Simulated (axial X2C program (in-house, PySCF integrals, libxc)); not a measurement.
**Potential curves of MoS⁻, two-component**

Calculated with an axial X2C code built on PySCF integrals. Two-component (2c) means X2C with spin–orbit coupling and atomic mean-field two-electron Coulomb and Gaunt terms. Basis: Mo dyall-acv3z [12s13p10d5f3g], S dyall-av3z [9s8p3d2f] (cores contracted in-house); Gaussian nuclei, density fitting, unrestricted open shells. Masses: Mo 97.905 u, S 31.972 u.

State: Ω = 5/2 (⟨Sz⟩ = 2.50, ⟨Lz⟩ = 0.00 at PBE0). Energies in kJ/mol from the fragments at the same level (Mo + S-). Fits are polynomials in 1 − R0/R over 0.85 to 1.23 times the lowest point R0.

```json
{"R (Å)": "2.0802", "PBE0": "-284.76", "PBE": "-327.05"}
{"R (Å)": "2.1466", "PBE0": "-297.77", "PBE": "-339.40"}
{"R (Å)": "2.2130", "PBE0": "-301.28", "PBE": "-342.46"}
{"R (Å)": "2.2905", "PBE0": "-296.40", "PBE": "-337.32"}
{"R (Å)": "2.3679", "PBE0": "-284.67", "PBE": "-325.50"}
{"R (Å)": "2.4675", "PBE0": "-263.07", "PBE": "-303.86"}
```

One determinant describes the state; a PBE0 search over occupations chose it and may have missed a lower one. Dissociation energies refer to the lowest single-determinant-based atoms at the same level and basis. Density functionals use the spin component along the axis (collinear). The 2c atoms are single determinants rather than J levels; their spin–orbit lowering is only partly caught, and De is too large by that part. This holds for PBE0, PBE. Other states lie close and PBE0, whose exact exchange favours high spin, may order them wrongly; the determinant shown need not be the ground state. The nearest other 2c determinant of the search, Ω = 3/2, lies 0.63 eV up at the distance of the search. Without a current term, density functionals place determinants with orbital angular momentum somewhat too high. With several unpaired electrons one determinant need not be a pure state. The highest occupied level of some functionals is positive through self-interaction error; at Hartree–Fock it is bound. This is the top spin component of a Σ state; components of lower Ω are not single determinants and can lie lower. The determinant is spin-polarised beyond a pure state at some levels (its spin-free form has ⟨S²⟩ too high), which makes Re and μ there less reliable.

**Question.** Fit the PBE0 curve near its minimum: give the equilibrium distance, the harmonic wavenumber and the well depth.

**Answer.** At PBE0, 2c: Re = 2.209 Å, ωe ≈ 440 cm⁻¹, De = 3.12 eV to Mo + S-; Be follows as 0.143 cm⁻¹.

**Question.** Fit the PBE curve near its minimum: give the equilibrium distance, the harmonic wavenumber and the well depth.

**Answer.** At PBE, 2c: Re = 2.206 Å, ωe ≈ 436 cm⁻¹, De = 3.55 eV to Mo + S-; Be follows as 0.144 cm⁻¹.
